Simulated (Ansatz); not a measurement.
Basis-set extrapolation for CH$_{7}$AlSSi, SMILES `[CH3][Al]([SiH3])[SH]` (PBE0-D4/def2-TZVP geometry, frozen core, the Gaussian-basis code of Ansatz). Multiplicity 1, RHF reference.

```tsv
	def2-TZVPP	def2-QZVPP
HF	-970.421621	-970.450554
MP2 correlation	-0.562427	-0.604651
CCSD(T) correlation	-0.652141	not run
```

Energies in hartree. Use E(X) = E(∞) + A·exp(−7.88·√X) for Hartree–Fock and E(X) = E(∞) + B·X^(−2.97) for correlation, with X = 3 and 4, and add CCSD(T) minus MP2 of the smaller set to the MP2 limit.

**Question.** What is the CCSD(T) energy at the basis-set limit?

**Answer.** HF limit: -970.450554 + (-0.028933) × 0.13774 = -970.45454. MP2 limit: -0.604651 + (-0.042224) × 0.74074 = -0.63593. Higher-order term: -0.652141 − (-0.562427) = -0.08971. Total: -971.18018 hartree, 66.8 kcal/mol below CCSD(T)/def2-TZVPP.
